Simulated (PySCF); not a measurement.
Computed with PySCF with TPSSh-D3(BJ)/def2-TZVP // BP86-D3(BJ)/def2-SVP. Isolated molecules, 0 K electronic values unless said otherwise. 

Reference species: [Hf(Cl)4] (neutral, multiplicity 1).

The coordination number comes out as 4. The LUMO comes out as -2.68 eV.

Changed species: [Hf(Br)4] (4 of 4 Cl replaced by Br; the reference has 0 of 4 Cl replaced by Br).

Task: Give the shifts of the coordination number and LUMO.

Result: the coordination number is nearly the same; the LUMO falls by 0.17 eV, to -2.85 eV.
